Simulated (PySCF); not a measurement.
Spin-rotation constants: `C[C@@H](OC(F)F)[GeH2][F]`, C₃H₇F₃GeO

Molfile (atoms numbered from 1):
```
C3H7F3GeO
     RDKit          3D

 15 14  0  0  0  0  0  0  0  0999 V2000
   -1.2194   -0.9150    0.4597 C   0  0  0  0  0  0  0  0  0  0  0  0
   -0.2730    0.2332    0.1590 C   0  0  1  0  0  0  0  0  0  0  0  0
    1.0233   -0.2130   -0.2687 O   0  0  0  0  0  0  0  0  0  0  0  0
    1.8347   -0.6957    0.6868 C   0  0  0  0  0  0  0  0  0  0  0  0
    3.1019   -0.6168    0.2592 F   0  0  0  0  0  0  0  0  0  0  0  0
    1.6111   -2.0184    0.9267 F   0  0  0  0  0  0  0  0  0  0  0  0
   -0.7769    1.3867   -1.4065 Ge  0  0  0  0  0  4  0  0  0  0  0  0
   -0.4328    3.0076   -0.8370 F   0  0  0  0  0  0  0  0  0  0  0  0
   -1.2808   -1.5836   -0.3959 H   0  0  0  0  0  0  0  0  0  0  0  0
   -0.8864   -1.4890    1.3231 H   0  0  0  0  0  0  0  0  0  0  0  0
   -2.2098   -0.5127    0.6664 H   0  0  0  0  0  0  0  0  0  0  0  0
   -0.1521    0.8635    1.0505 H   0  0  0  0  0  0  0  0  0  0  0  0
    1.7523   -0.1745    1.6618 H   0  0  0  0  0  0  0  0  0  0  0  0
    0.1507    1.2455   -2.5717 H   0  0  0  0  0  0  0  0  0  0  0  0
   -2.2471    1.4902   -1.7352 H   0  0  0  0  0  0  0  0  0  0  0  0
  1  2  1  0
  2  3  1  0
  3  4  1  0
  4  5  1  0
  4  6  1  0
  2  7  1  0
  7  8  1  0
  1  9  1  0
  1 10  1  0
  1 11  1  0
  2 12  1  1
  4 13  1  0
  7 14  1  0
  7 15  1  0
M  END
```

Computed, not measured: GIAO PBE/pcSseg-1 magnetisability, rotational g tensor and spin-rotation constants, non-relativistic, gas phase in PySCF. Geometry: GFN2-xTB.

The calculation is non-relativistic, which matters for the atoms heavier than Zn.

Give the nuclear spin-rotation constants along the inertial axes (H = +C I·J) beside the isotropic shieldings.

Rotational constants 2.6450, 0.6671, 0.5790 GHz. A star marks the isotopologue with that one atom substituted, in its own axes.
| atom | isotope | Caa (kHz) | Cbb (kHz) | Ccc (kHz) | mean (kHz) | σ (ppm) |
| --- | --- | --- | --- | --- | --- | --- |
| F5 | 19F | 3.075 | 0.772 | 0.904 | 1.584 | 245.4 |
| F6 | 19F | 3.140 | 0.809 | 0.956 | 1.635 | 235.8 |
| F8 | 19F | 0.426 | 0.375 | 0.258 | 0.353 | 404.4 |
| H9 | 1H | -0.310 | -0.065 | 0.010 | -0.122 | 30.0 |
| H10 | 1H | -0.015 | -0.062 | -0.053 | -0.043 | 29.6 |
| H11 | 1H | -0.120 | -0.044 | -0.054 | -0.072 | 30.2 |
| H12 | 1H | -0.247 | -0.077 | 0.033 | -0.097 | 27.2 |
| H13 | 1H | -0.217 | -0.070 | 0.042 | -0.082 | 25.2 |
| H14 | 1H | -0.220 | -0.027 | -0.001 | -0.083 | 25.8 |
| H15 | 1H | -0.022 | -0.019 | -0.051 | -0.030 | 25.7 |
| C1 | 13C* | 0.407 | 0.093 | 0.095 | 0.199 | 160.9 |
| C2 | 13C* | 0.595 | 0.179 | 0.149 | 0.308 | 96.7 |
| O3 | 17O* | -0.476 | -0.101 | -0.095 | -0.224 | 195.8 |
| C4 | 13C* | 0.802 | 0.213 | 0.192 | 0.402 | 49.5 |
| Ge7 | 73Ge* | -0.880 | -0.219 | -0.189 | -0.430 | 1212.5 |

For the geometry as given, no vibrational averaging.

How do the rotational constants and the g tensor change when H9, H10, H11, H12, H13, H14, H15 are replaced by deuterium?

Constants 2.2951, 0.6453, 0.5550 GHz; g -0.0259, -0.0081, -0.0091, against -0.0294, -0.0083, -0.0096 before.
